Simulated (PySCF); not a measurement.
# Two probes of the same atoms: core binding energy and nuclear shielding

Species: C₈H₁₁P.
Cartesian coordinates in Å at the PBE0-D3(BJ)/def2-SVP level; atoms count from 1:
```
atom  x, y, z in Å
C1    -1.806    1.462    0.406
C2    -1.248    0.092    0.021
C3    -1.888   -1.022    0.850
C4     0.268    0.046    0.116
C5     1.006   -0.287   -1.019
C6     2.398   -0.380   -1.068
C7     3.210   -0.145    0.039
C8     2.694    0.202    1.283
P9     1.015    0.398    1.665
H10   -2.899    1.488    0.271
H11   -1.592    1.694    1.461
H12   -1.364    2.260   -0.209
H13   -1.502   -0.090   -1.038
H14   -2.984   -1.013    0.738
H15   -1.519   -2.012    0.542
H16   -1.656   -0.896    1.920
H17    0.450   -0.490   -1.942
H18    2.867   -0.650   -2.018
H19    4.295   -0.238   -0.079
H20    3.398    0.372    2.105
```

Binding energies: delta-SCF UKS SCAN, pcX-2 on the ionised atom, pcseg-1 elsewhere, spin-free X2C (PySCF). Shieldings: GIAO B3LYP/pcSseg-1, non-relativistic, same geometry.

```csv
atom,isotropic shielding (ppm)
C1,148.9
C2,132.3
C4,-19.0
C5,40.0
C6,44.3
C7,42.0
C8,12.8
```

Question: What are the C 1s binding energies of these atoms?

Answer: 
| atom | environment | C 1s (eV) | isotropic shielding (ppm) |
| --- | --- | --- | --- |
| C8 | aromatic CH carbon | 289.97 | 12.8 |
| C4 | substituted aromatic carbon | 289.99 | -19.0 |
| C6 | aromatic CH carbon | 290.20 | 44.3 |
| C5 | aromatic CH carbon | 290.24 | 40.0 |
| C7 | aromatic CH carbon | 290.28 | 42.0 |
| C1 | methyl carbon | 290.32 | 148.9 |
| C2 | benzylic-type carbon | 290.61 | 132.3 |

Question: Among the listed atoms, is the one with the highest binding energy also the least shielded?

Answer: No. The highest binding energy is at C2 (290.61 eV, shielding 132.3 ppm), the lowest shielding at C4 (-19.0 ppm, 289.99 eV).

Over these 7 sites the two quantities correlate at r = 0.83. By binding energy: C8 ≈ C4 < C6 ≈ C5 ≈ C7 ≈ C1 < C2. By shielding: C4 < C8 < C5 < C7 < C6 < C2 < C1.

Of atoms equivalent by bonding only the ionised one is listed; its partners' own values can differ in this conformer. Spin contamination (⟨S²⟩ against 0.75 for a pure doublet) is marked for C 1s of C4 (0.86), which makes this value less certain. Isolated species at its PBE0-D3(BJ)/def2-SVP geometry (one conformer only).
